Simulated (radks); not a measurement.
S10.5+, 5.5 electrons, occupied as 1s(up 1, down 0.5) 2s2 2p2 (fractional occupations, a model configuration). Method: scalar-relativistic Kohn-Sham, r2SCAN, spin-polarised, spherical densities, finite nucleus; open shells are filled with parallel spins first; meta-GGA in the generalised Kohn-Sham scheme; Fermi nuclear charge, rms radius 3.2611 fm; computed with a radial shooting solver on a logarithmic mesh with Libxc functionals.

Unscreened Slater integrals over Kohn-Sham orbitals (cm^-1). They are taken over the spin-up orbitals.

integral     value
F0(2p,2p)   548820
F2(2p,2p)   261550
F0(2p,2s)   503710
G1(2p,2s)   288550
F0(2p,1s)   746570
G1(2p,1s)   131470
F0(2s,2s)   474910
F0(2s,1s)   665330
G0(2s,1s)    63403
F0(1s,1s)  2162700

Derived for the open shells (J is the average intra-shell exchange parameter used in DFT+U). 2p: J = F2/5 = 52310 cm^-1; in LS coupling 1D lies 6 F2/25 = 62770 cm^-1 above 3P.
